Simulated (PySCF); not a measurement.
Several molecules and their computed UV-vis stick spectra, shuffled. Theory: TDDFT wB97X-D/def2-SVPD, vertical, gas phase, core orbitals frozen in the response in PySCF. Geometries: GFN2-xTB; one conformer of each isolated species. Triplets are in the Tamm–Dancoff approximation.

A. `c1c(C)ncnn1`
B. `C=Cc1cnn[nH]1`
C. `FC(F)(F)C1=COCC1`

Lowest singlet levels (six at most, fewer where fewer were computed) with oscillator strengths:

1. 232 nm (f 0.399); 228 nm (f 0.003); 190 nm (f 0.008); 189 nm (f 0.005); 179 nm (f 0.004); 172 nm (f 0.001); T1 3.37 eV
2. 377 nm (f 0.005); 311 nm (f 0.000); 219 nm (f 0.000); 213 nm (f 0.099); 206 nm (f 0.000); 197 nm (f 0.004); T1 2.61 eV
3. 199 nm (f 0.211); 184 nm (f 0.008); 159 nm (f 0.000); 158 nm (f 0.000); 156 nm (f 0.003); 152 nm (f 0.012); T1 4.04 eV

Question: Match each spectrum to its molecule.

Answer: 1 = B, 2 = A, 3 = C.
- A: S1 at 3.29 eV, HOMO→LUMO (99%); Löwdin shares by element: HOMO nitrogen 78%, carbon 8% or more; LUMO nitrogen 63%, carbon 17% or more (atoms not listed hold the other 20%); HOMO -8.77 and LUMO -0.14 eV; point group Cs, 3 of its 6 listed states under f = 0.0005.
- B: S1 at 5.35 eV, HOMO→LUMO (97%); Löwdin shares by element: HOMO carbon 54% or more, nitrogen 18% or more (atoms not listed hold the other 28%); LUMO carbon 59% or more, nitrogen 10% or more (atoms not listed hold the other 31%); HOMO -8.79 and LUMO 0.37 eV; point group Cs.
- C: S1 at 6.24 eV, HOMO→LUMO (97%); Löwdin shares by element: HOMO carbon 54% or more, oxygen 26% (atoms not listed hold the other 19%); LUMO carbon 59% or more, oxygen 12%, hydrogen 7% or more (atoms not listed hold the other 22%); HOMO -8.83 and LUMO 1.62 eV; point group Cs, 2 of its 6 listed states under f = 0.0005.
